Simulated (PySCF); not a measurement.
**Basis and Hamiltonian dependence of the excitation energy of Te**

Te [Kr] 4d10 5s2 5p4 (3P) → Te [Kr] 4d10 5s2 5p3 6s1 (5S). Calculated with PySCF 2.14 from differences of total energies of unrestricted determinants, without spin-orbit coupling. Values in eV.

```csv
basis,Hamiltonian,functions,UHF,r2SCAN,PBE0,MP2 (valence),CCSD(T) (valence)
aug-cc-pVDZ-PP with ECP28MDF,ECP,32,4.756,5.456,5.305,4.855,4.893
aug-cc-pwCVDZ-PP with ECP28MDF,ECP,48,4.758,5.462,5.309,4.865,4.906
aug-cc-pVTZ-PP with ECP28MDF,ECP,55,4.724,5.438,5.287,5.029,5.151
def2-TZVPPD with the def2 core potential (28 electrons),ECP,59,4.826,5.526,5.364,5.076,5.191
"aug-cc-pVTZ-PP with one added diffuse shell each of d, f type with ECP28MDF",ECP,67,4.724,5.438,5.287,5.029,5.151
aug-cc-pVTZ-DK3,spin-free X2C,68,4.771,5.492,5.340,5.065,5.185
aug-cc-pVQZ-PP with ECP28MDF,ECP,92,4.625,5.390,5.227,5.048,5.177
aug-cc-pwCVTZ-PP with ECP28MDF,ECP,96,4.727,5.458,5.300,5.047,5.172
aug-cc-pVQZ-DK3,spin-free X2C,102,4.624,5.397,5.237,5.047,5.175
aug-cc-pwCVTZ-DK3,spin-free X2C,109,4.763,5.496,5.343,5.080,5.202
"aug-cc-pwCVTZ-DK3 with one added diffuse shell each of s, p, d, f type",spin-free X2C,125,4.543,5.356,5.197,4.923,n/a
"x2c-QZVPPall with one added diffuse shell each of s, p, d, f type",spin-free X2C,128,4.594,5.386,5.226,5.023,n/a
dyall-av2z,non-relativistic,130,5.039,5.735,5.572,5.106,5.143
aug-cc-pV5Z-PP with ECP28MDF,ECP,139,4.593,5.369,5.207,5.070,n/a
```

Frozen in the all-electron rows: valence: [Kr] 4d10; with a core potential, the same shells as far as they lie outside it.

Non-relativistic rows lack the scalar-relativistic shift.

Reference for a calculation without spin-orbit coupling: 5.226 eV (measured, between term centres; NIST).
